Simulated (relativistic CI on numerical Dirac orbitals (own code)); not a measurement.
## What each ingredient does to the levels of Ta XIII

Base calculation: Dirac-Coulomb-Breit CI, separate exchange-only KLI orbitals for each configuration, model QED (radiative potential, 1s self-energy scaled to tabulated hydrogen-like ionisation energies), unscaled Slater integrals.

Configuration list (outside the closed core [Kr] 4d10): 4f¹³5s², 4f¹²5s²5p, 4f¹³5s5p, 4f¹⁴5s, 4f¹²5s5p², 4f¹⁴5p, 4f¹³5s5d, 4f¹²5s²5d, 4f¹¹5s²5p6s, 4f¹³5s5f, 4f¹⁴5d, 4f¹²5s²6s, 4f¹³5p5d. Double excitations out of closed p, d and f shells are left out; levels of such configurations are missing from the list, as are those of other unlisted configurations, and high levels can miss mixing partners.

Variants: (1) non-relativistic limit; (2) one mean potential for all configurations. Shifts of the energy above 4f¹²5s²5p ⁴G°11/2, in cm⁻¹, for the lowest level and the first level of each name with at least 55 % of one term (blank where a level changes its place among those of its configuration and J or its character, or is not in the variant):

```tsv
Level	Base	Δ(1)	Δ(2)
4f¹²5s²5p ⁴G°11/2	0.0	0.0	0.0
4f¹³5s² ²F°7/2	225.1	-171636.1	-6441.4
4f¹³5s² ²F°5/2	15706.4	-187117.5	-6729.2
4f¹²5s²5p ⁴I°11/2	17909.3	-8084.2	+457.6
4f¹²5s²5p ²K°13/2	59978.8		-167.1
4f¹²5s²5p ²H°11/2	62556.7		-46.4
4f¹²5s²5p ⁴I°15/2	102871.0	-93045.9	+1097.2
4f¹²5s²5p ⁴H°13/2	117691.4	-91174.7	+1123.7
4f¹²5s²5p ⁴I°13/2	120516.9		+1567.4
4f¹²5s²5p ²P°1/2	126280.9	-67875.6	-406.3
4f¹²5s²5p ²K°15/2	159117.2	-104353.9	+943.3
```

At this charge transitions that keep the count of f electrons are usually good to a few per cent. Terms inside the open d or f shell come out 10 to 20 % too wide with unscaled integrals. Levels and lines within the n = 5 or 6 shells can be off by up to 10 % or somewhat more, and those that change n by about 2 %, since core polarisation is missing. Levels that differ in their count of f electrons can be misplaced by several ten thousand cm⁻¹, since the correlation energy of f electrons is missing or only estimated; rates across such gaps can be off by orders of magnitude. The computed lowest level isn't the tabulated ground level, which NIST ASD gives as 4f13 5s2 2F°7/2; for such ions that label comes from theory and may be the wrong one.

Ionisation energy from one configuration of each of the two ions, the ground ones as tabulated or assumed: base 250.884 eV. The NIST ASD value (theoretical) is 262 ± 14 eV.

LS names give the leading component of a level, which can be under half, so a name can repeat, a term be missing and a line seem to break the LS rules.
